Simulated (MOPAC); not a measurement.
MOPAC input (MNDO):

```
MNDO PRECISE GNORM=0.05 LET XYZ UHF MS=0.5 GEO-OK AUX(PRECISION=9) THREADS=1
C2H4BF2

C    -2.05479400 1    0.21347300 1   -0.00921600 1
C    -0.80072100 1   -0.38068300 1   -0.53436500 1
B     0.59480900 1   -0.06953900 1   -0.00619400 1
F     0.79010400 1    0.78663600 1    0.99755800 1
F     1.68506800 1   -0.63655300 1   -0.52049400 1
H    -1.87478700 1    0.90930800 1    0.80918400 1
H    -2.74025900 1   -0.56680800 1    0.34423900 1
H    -2.59900600 1    0.74340200 1   -0.80082100 1
H    -0.90345900 1   -1.08569100 1   -1.35372800 1
```

Output:

```
 *******************************************************************************
 **                                                                           **
 **                              MOPAC v23.2.5                                **
 **                                                                           **
 *******************************************************************************
 ** MOPAC's Digital Object Identifier: https://doi.org/10.5281/zenodo.6511958 **
 **                                                                           **
 ** Please cite the open-source release paper for use of this MOPAC version:  **
 ** J. E. Moussa and J. J. P. Stewart (2026)                                  **
 ** MOPAC: An open-source semiempirical molecular orbital program             **
 ** J. Open Source Softw., 11(119), 8025, https://doi.org/10.21105/joss.08025 **
 *******************************************************************************

                              MNDO CALCULATION RESULTS

 *******************************************************************************
 *  MNDO       - The MNDO Hamiltonian to be used
 *  GEO-OK     - OVERRIDE INTERATOMIC DISTANCE AND OTHER SAFETY CHECKS
 *  UHF        - UNRESTRICTED HARTREE-FOCK CALCULATION
 *  MS=        - IN MECI, MAGNETIC COMPONENT OF SPIN =  0.5
 *  LET        - OVERRIDE SOME SAFETY CHECKS
 *  PRECISE    - TIGHTER CRITERIA TO BE USED
 *  XYZ        - CARTESIAN COORDINATE SYSTEM TO BE USED
 *  GNORM      - EXIT WHEN GRADIENT NORM DROPS BELOW 0.050
 *  AUX        - OUTPUT AUXILIARY INFORMATION
 *******************************************************************************
MNDO PRECISE GNORM=0.05 LET XYZ UHF MS=0.5 GEO-OK AUX(PRECISION=9) THREADS=1
 C2H4BF2

   ATOM   CHEMICAL          X               Y               Z
  NUMBER   SYMBOL      (ANGSTROMS)     (ANGSTROMS)     (ANGSTROMS)

     1       C         -2.05479400  *   0.21347300  *  -0.00921600  *
     2       C         -0.80072100  *  -0.38068300  *  -0.53436500  *
     3       B          0.59480900  *  -0.06953900  *  -0.00619400  *
     4       F          0.79010400  *   0.78663600  *   0.99755800  *
     5       F          1.68506800  *  -0.63655300  *  -0.52049400  *
     6       H         -1.87478700  *   0.90930800  *   0.80918400  *
     7       H         -2.74025900  *  -0.56680800  *   0.34423900  *
     8       H         -2.59900600  *   0.74340200  *  -0.80082100  *
     9       H         -0.90345900  *  -1.08569100  *  -1.35372800  *

          CARTESIAN COORDINATES

    NO.       ATOM           X           Y           Z

     1         C         -2.0548      0.2135     -0.0092
     2         C         -0.8007     -0.3807     -0.5344
     3         B          0.5948     -0.0695     -0.0062
     4         F          0.7901      0.7866      0.9976
     5         F          1.6851     -0.6366     -0.5205
     6         H         -1.8748      0.9093      0.8092
     7         H         -2.7403     -0.5668      0.3442
     8         H         -2.5990      0.7434     -0.8008
     9         H         -0.9035     -1.0857     -1.3537

  H: (MNDO): M.J.S. DEWAR, W. THIEL, J. AM. CHEM. SOC., 99, 4899, (1977)
  B: (MNDO): M.J.S. DEWAR, M.L. MCKEE, J. AM. CHEM. SOC., 99, 5231, (1977)
  C: (MNDO): M.J.S. DEWAR, W. THIEL, J. AM. CHEM. SOC., 99, 4899, (1977)
  F: (MNDO): M.J.S. DEWAR, H.S. RZEPA, J. AM. CHEM. SOC., 100, 777, (1978)

           Empirical Formula: C2 H4 B F2  =     9 atoms

      MOLECULAR POINT GROUP   :   Cs

          UHF CALCULATION, NO. OF ALPHA ELECTRONS =   15
                           NO. OF BETA  ELECTRONS =   14

          Geometry optimization using EF

          DIAGONAL MATRIX USED AS START HESSIAN

 CYCLE:     1  GRAD.:    52.898 HEAT: -169.4675
 CYCLE:     2  GRAD.:   488.816 HEAT: -137.2472
 CYCLE:     3  GRAD.:   149.270 HEAT: -162.6112
 CYCLE:     4  GRAD.:   175.906 HEAT: -162.1216
 CYCLE:     5  GRAD.:   259.961 HEAT: -156.0909
 CYCLE:     6  GRAD.:   152.792 HEAT: -163.5590
 CYCLE:     7  GRAD.:   218.127 HEAT: -159.6389
 CYCLE:     8  GRAD.:   336.324 HEAT: -147.1938
 CYCLE:     9  GRAD.:   200.203 HEAT: -159.4900
 CYCLE:    10  GRAD.:   165.483 HEAT: -163.6873
 CYCLE:    11  GRAD.:   147.417 HEAT: -164.8585
 CYCLE:    12  GRAD.:   282.369 HEAT: -152.1004
 CYCLE:    13  GRAD.:   119.364 HEAT: -166.6271
 CYCLE:    14  GRAD.:   137.134 HEAT: -164.1625
 CYCLE:    15  GRAD.:    51.101 HEAT: -170.4249
 CYCLE:    16  GRAD.:    71.908 HEAT: -169.7349
 CYCLE:    17  GRAD.:     8.086 HEAT: -171.1489
 CYCLE:    18  GRAD.:     7.272 HEAT: -171.1561
 CYCLE:    19  GRAD.:    11.284 HEAT: -171.1512
 CYCLE:    20  GRAD.:    12.111 HEAT: -171.1199
 CYCLE:    21  GRAD.:     1.717 HEAT: -171.1914
 CYCLE:    22  GRAD.:     0.927 HEAT: -171.1953
 CYCLE:    23  GRAD.:     1.379 HEAT: -171.2004
 CYCLE:    24  GRAD.:     0.648 HEAT: -171.2024
 CYCLE:    25  GRAD.:     0.243 HEAT: -171.2025
 CYCLE:    26  GRAD.:     0.148 HEAT: -171.2025
 CYCLE:    27  GRAD.:     0.048 HEAT: -171.2026

     GRADIENT =  0.04795 IS LESS THAN CUTOFF =  0.05000

 -------------------------------------------------------------------------------
 MNDO PRECISE GNORM=0.05 LET XYZ UHF MS=0.5 GEO-OK AUX(PRECISION=9) THREADS=1
 C2H4BF2

     GEOMETRY OPTIMISED USING EIGENVECTOR FOLLOWING (EF).
     SCF FIELD WAS ACHIEVED

                              MNDO CALCULATION
                                                       MOPAC v23.2.5 Linux

          FINAL HEAT OF FORMATION =       -171.20256 KCAL/MOL =    -716.31150 KJ/MOL

          COSMO AREA              =        109.16 SQUARE ANGSTROMS
          COSMO VOLUME            =         92.57 CUBIC ANGSTROMS

          GRADIENT NORM           =          0.04795          =       0.01598 PER ATOM
          IONIZATION POTENTIAL    =         10.408747 EV
          ALPHA SOMO LUMO (EV)    =        -10.409  1.650
          BETA  SOMO LUMO (EV)    =        -12.922 -0.758
          NO. OF ALPHA ELECTRONS  =         15
          NO. OF BETA  ELECTRONS  =         14
          MOLECULAR WEIGHT        =         76.8604         POINT GROUP:  Cs

          MOLECULAR DIMENSIONS (Angstroms)

            Atom       Atom       Distance
            H     7    F     5     4.52422
            H     9    F     4     3.20839
            H     8    F     5     1.75297

          SCF CALCULATIONS        =         28

   ATOM   CHEMICAL          X               Y               Z
  NUMBER   SYMBOL      (ANGSTROMS)     (ANGSTROMS)     (ANGSTROMS)

     1       C         -2.10039095  *   0.20415419  *  -0.02550661  *
     2       C         -0.81994795  *  -0.36259000  *  -0.51601862  *
     3       B          0.60119763  *  -0.06066973  *   0.00474028  *
     4       F          0.87890380  *   0.77256740  *   0.99240955  *
     5       F          1.67738886  *  -0.62891691  *  -0.51269647  *
     6       H         -1.98057324  *   0.92167118  *   0.81025147  *
     7       H         -2.76848098  *  -0.61268785  *   0.32545860  *
     8       H         -2.62327911  *   0.73412970  *  -0.85162805  *
     9       H         -0.89451624  *  -1.07431025  *  -1.33961507  *

                             CARTESIAN COORDINATES

   1    C       -2.100390952     0.204154192    -0.025506614
   2    C       -0.819947945    -0.362590001    -0.516018624
   3    B        0.601197629    -0.060669732     0.004740281
   4    F        0.878903797     0.772567403     0.992409545
   5    F        1.677388864    -0.628916907    -0.512696472
   6    H       -1.980573243     0.921671180     0.810251467
   7    H       -2.768480981    -0.612687853     0.325458602
   8    H       -2.623279114     0.734129701    -0.851628048
   9    H       -0.894516237    -1.074310251    -1.339615071

           Empirical Formula: C2 H4 B F2  =     9 atoms

      MOLECULAR POINT GROUP   :   Cs

          ALPHA EIGENVALUES
 -48.02871 -45.29985 -35.88969 -25.62436 -19.90580 -18.30447 -17.89452 -17.57494
 -15.57401 -15.56442 -15.12294 -14.75905 -14.10843 -13.06399 -10.40875   1.64967
   1.80095   3.53658   3.82263   3.94817   4.43278   5.35872   6.97810   7.40017

           BETA EIGENVALUES
 -47.97152 -45.24935 -35.10399 -24.93814 -19.83097 -18.28717 -17.70573 -17.43105
 -15.54674 -15.37819 -14.98109 -14.43322 -13.92298 -12.92209  -0.75755   2.14256
   2.37025   3.66954   3.99281   4.18793   4.90150   5.48644   7.20123   7.40761

              NET ATOMIC CHARGES AND DIPOLE CONTRIBUTIONS

  ATOM NO.   TYPE          CHARGE      No. of ELECS.   s-Pop       p-Pop
    1          C           0.050794        3.9492     1.20676     2.74245
    2          C          -0.104128        4.1041     1.26119     2.84294
    3          B           0.334502        2.6655     1.02261     1.64289
    4          F          -0.185375        7.1854     1.82980     5.35557
    5          F          -0.185791        7.1858     1.83002     5.35577
    6          H           0.010306        0.9897     0.98969
    7          H           0.009966        0.9900     0.99003
    8          H           0.009965        0.9900     0.99003
    9          H           0.059760        0.9402     0.94024
 DIPOLE           X         Y         Z       TOTAL
 POINT-CHG.    -2.029    -0.250    -0.536     2.113
 HYBRID         0.059    -0.058    -0.059     0.102
 SUM           -1.970    -0.308    -0.596     2.081

          ATOMIC ORBITAL ELECTRON POPULATIONS

     Atom    s        px        py        pz
    1  C   1.20676   0.89764   0.92106   0.92375
    2  C   1.26119   0.93542   0.95522   0.95230
    3  B   1.02261   0.68444   0.46202   0.49643
    4  F   1.82980   1.94017   1.73255   1.68286
    5  F   1.83002   1.69069   1.81851   1.84658
    6  H   0.98969
    7  H   0.99003
    8  H   0.99003
    9  H   0.94024

                    (SZ)    =    0.500000
                    (S**2)  =    0.759025

          ATOMIC ORBITAL SPIN POPULATIONS

    Atom   Total    s     px     py     pz
         Atomic
    1  C -0.0846 -0.008 -0.041 -0.019 -0.016
    2  C  1.0399  0.052  0.051  0.524  0.412
    3  B -0.0074 -0.021 -0.017  0.018  0.012
    4  F  0.0141  0.000 -0.002  0.010  0.006
    5  F  0.0143  0.000 -0.005  0.011  0.008
    6  H  0.0045  0.004
    7  H  0.0347  0.035
    8  H  0.0347  0.035
    9  H -0.0503 -0.050

 **********************
 *                    *
 * JOB ENDED NORMALLY *
 *                    *
 **********************

 == MOPAC DONE ==
```

The geometry given is a B3LYP-D3(BJ)/def2-TZVP minimum.
